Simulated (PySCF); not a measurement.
Peak assignment

Geometry (Å), atoms numbered from 1 in this order:
```xyz
20

C     1.324    0.803   -1.337
C     0.786   -0.274   -0.398
C     1.828   -0.625    0.661
C    -0.509    0.193    0.266
C    -1.235   -0.845    1.139
P    -2.913   -0.220    0.586
C    -1.699    0.455   -0.673
H     1.557    1.708   -0.779
H     0.592    1.050   -2.102
H     2.232    0.460   -1.828
H     0.567   -1.174   -0.986
H     1.461   -1.407    1.321
H     2.744   -0.975    0.191
H     2.065    0.250    1.263
H    -0.301    1.091    0.855
H    -1.081   -1.860    0.767
H    -1.033   -0.825    2.208
H    -2.859    0.928    1.395
H    -1.857    1.479   -1.004
H    -1.675   -0.202   -1.546
```

PySCF 2.14 calculation with GIAO PBE0/pcSseg-1 shieldings and structure optimised with GFN2-xTB; a single conformation, gas phase, relativity neglected, equivalent nuclei averaged.

Scale: ¹³C (σref 186.93) and ¹H (σref 31.72) against TMS (reference shieldings calculated alike).

Q: Assign these signals to the numbered atoms. ¹³C{¹H} NMR (computed): δ 53.9, 43.1, 23.9, 20.4.

A: 
```tsv
δ (ppm)	atoms	environment	reason
53.9	C4	sp3 CH in a ring	saturated and bonded to C and H only
43.1	C2	sp3 CH	a saturated carbon with 3 carbon neighbours and no heteroatom attached
23.9	C5/C7	sp3 CH2 bonded to P	–
20.4	C1/C3	methyl carbon	aliphatic region, no heteroatom directly attached
```

Q: Assign these signals to the numbered atoms. ¹H NMR (300 MHz, computed): δ 3.95 (m, 1H), 2.35 (m, 1H), 1.97 (m, 2H), 1.57 (m, 2H), 1.24 (m, 1H), 0.84 (d, 6H).

A: 
| δ (ppm) | atoms | environment | reason |
| --- | --- | --- | --- |
| 3.95 | H18 | hydrogen on a phosphorus bonded to 2 C, in a 4-membered ring | – |
| 2.35 | H15 | hydrogen on an sp3 CH in a ring | – |
| 1.97 | H17/H19 | hydrogen on an sp3 CH2 bonded to P | – |
| 1.57 | H16/H20 | hydrogen on an sp3 CH2 bonded to P | – |
| 1.24 | H11 | hydrogen on an sp3 CH | far from electronegative atoms and π systems |
| 0.84 | H8/H9/H10/H12/H13/H14 | hydrogen on a methyl carbon | far from electronegative atoms and π systems |

Splittings by ³¹P in the carbon and heteronuclear signals aren't shown, as no couplings were computed. Shifts are as computed. Against solution values, carbons near 30 ppm lie about +3 ppm off and those near 130 ppm about +5 ppm. Of 1211 compounds with measured shifts, 218 miss one by over three times the rms of a fit or turn the order of signals round; such compounds aren't used in these exercises. No couplings were computed; multiplicities are counted from neighbouring protons, with m where these are inequivalent, close in shift, in a saturated or five-membered ring or joined by F or P, and br s for small geminal =CH2 splittings.
